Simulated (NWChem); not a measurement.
Species: C4H3FN2; SMILES Fc1cncnc1

```xyz
10

F      0.0000     0.0000     2.2396
C      0.0000     0.0000     0.8973
C      0.0000     1.1949     0.1870
N      0.0000     1.1974    -1.1499
C      0.0000     0.0000    -1.7462
N      0.0000    -1.1974    -1.1499
C      0.0000    -1.1949     0.1870
H      0.0000     2.1519     0.7050
H      0.0000     0.0000    -2.8334
H      0.0000    -2.1519     0.7050
```
Atoms are numbered in this order, from 1.

Results from NWChem. Pople sets run with spherical d functions. The geometry was optimised at B3LYP/6-31G* (spherical d). B3LYP is NWChem's, with the RPA form of VWN correlation. Static field.

```csv
level,basis functions,isotropic polarisability (bohr³),anisotropy (bohr³)
B3LYP/6-31G*,104,47.0,39.1
B3LYP/6-31+G*,132,56.0,35.1
B3LYP/def2-SVP,113,48.4,35.3
B3LYP/def2-SVPD,167,57.4,33.8
```
